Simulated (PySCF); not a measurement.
# Static response to an electric field

Compound: C5H6S2.
Numbering: `[CH3:1][S:2][c:3]1[cH:4][cH:5][cH:6][s:7]1` (hydrogens: H8, H9, H10 on C1; H11 on C4; H12 on C5; H13 on C6)

Structure used (GFN2-xTB), in Å, numbered top down from 1:
```
atom  x, y, z in Å
C1     2.5973   -0.1432    0.5750
S2     1.7095   -0.2574   -1.0031
C3     0.0546   -0.0602   -0.4720
C4    -1.0434   -0.0716   -1.2813
C5    -2.2457    0.1142   -0.5657
C6    -2.0515    0.2635    0.7675
S7    -0.3842    0.1823    1.1916
H8     2.2684   -0.9399    1.2360
H9     2.4138    0.8276    1.0261
H10    3.6506   -0.2582    0.3411
H11   -0.9841   -0.2082   -2.3452
H12   -3.2150    0.1343   -1.0307
H13   -2.7747    0.4173    1.5429
```

Level: CAM-B3LYP/def2-SVPD (PySCF), static field, nuclei fixed, core orbitals frozen in the response. The polarisability tensor in these axes (au):

```
x   126.48  -5.13   0.30
y    -5.13  63.80   4.29
z     0.30   4.29  97.94
```

Problem. What are the eigenvalues, a third of the trace, and Δα (Δα² = ½Σ(αi − αj)² over the three pairs)?

Solution. Principal values 62.86, 98.46 and 126.90 au; mean 96.07 au = 14.24 Å³ = 15.84 × 10⁻⁴⁰ C²·m²/J; Δα = 55.58 au (58 % of the mean).

Problem. What is the dipole moment, and where does it point?

Solution. (0.13, 0.10, 0.94) D, 0.95 D in size, pointing from the negative to the positive side. Measured along this direction, the outermost atoms are H11 at the negative end and H8 and H9 at the positive end.

Problem. What would n − 1 = 2πNα be for an ideal gas of these molecules at 298.15 K and 1 atm, electronic part alone?

Solution. N = p/kT = 2.4615 × 10¹⁹ cm⁻³, so n − 1 = 2π × N × 14.24 × 10⁻²⁴ cm³ = 2202 × 10⁻⁶ at long wavelengths.

Problem. What are the principal values of the traceless quadrupole moment, Θ = ½Σq(3rr − r²1), about the centre of nuclear charge?

Solution. -8.89, -1.67, 10.56 D·Å. The values depend on the origin, since the dipole doesn't vanish. The electronic extent ⟨r²⟩ about the same centre is 1077 bohr², a root-mean-square distance of 2.11 Å for the 68 electrons.

Problem. Sum over states: ᾱ = Σ f/ω², ω in Eh. What share falls to these 8 lowest TDDFT singlets (eV, f)? 4.86, 0.0019; 4.90, 0.2033; 5.47, 0.0004; 5.63, 0.0105; 5.91, 0.0357; 6.13, 0.0019; 6.30, 0.0020; 6.63, 0.0046.

Solution. They add up to 7.50 au, 7.8 % of the 96.07 au; the largest single term is 6.27 au, from the state at 4.90 eV. Terms in order: 0.06, 6.27, 0.01, 0.25, 0.76, 0.04, 0.04, 0.08 au. Higher excitations give the rest. The strengths listed sum to 0.260.

Isolated species at its GFN2-xTB geometry (one conformer only).
